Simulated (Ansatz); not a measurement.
The cluster NbSe₂. Charge 0, multiplicity 2. Geometry r2SCAN-D4/def2-TZVP; atoms count from 1.

| atom | x (Å) | y (Å) | z (Å) |
| --- | --- | --- | --- |
| Nb1 | -1.0872 | -0.9333 | 0.1980 |
| Se2 | -0.1854 | 1.2012 | -0.6383 |
| Se3 | 1.2726 | -0.2679 | 0.4403 |

In the def2 sets Nb takes a core potential; there is no spin–orbit coupling. The charge 0 doublet is spin-contaminated (final ⟨S²⟩ up to 1.76, 0.75 for a pure state). Another isomer (quartet) lies 0.54 eV lower at PBE0-D4/def2-TZVP; other spin states weren't run for this one.

(1) Estimate the Mulliken populations from the PBE0/def2-TZVP orbitals of Ansatz.

(2) Where does the spin sit?

(3) And the Mayer bond orders between heavy atoms (over 0.3)?

## Answers

(1) 
```tsv
atom	charge (e)	spin (α − β)	d electrons
Nb1	0.53	1.12	3.69
Se2	-0.27	-0.06	–
Se3	-0.27	-0.06	–
```
Mulliken values depend strongly on the basis.

(2) Summed by element: Nb 1.12, Se -0.12, of 1 unpaired in all. Largest on single atoms: Nb1 1.12, Se3 -0.06, Se2 -0.06.

(3) Nb1–Se2 1.23 (2.46 Å); Nb1–Se3 1.23 (2.46 Å); Se2–Se3 1.10 (2.33 Å).
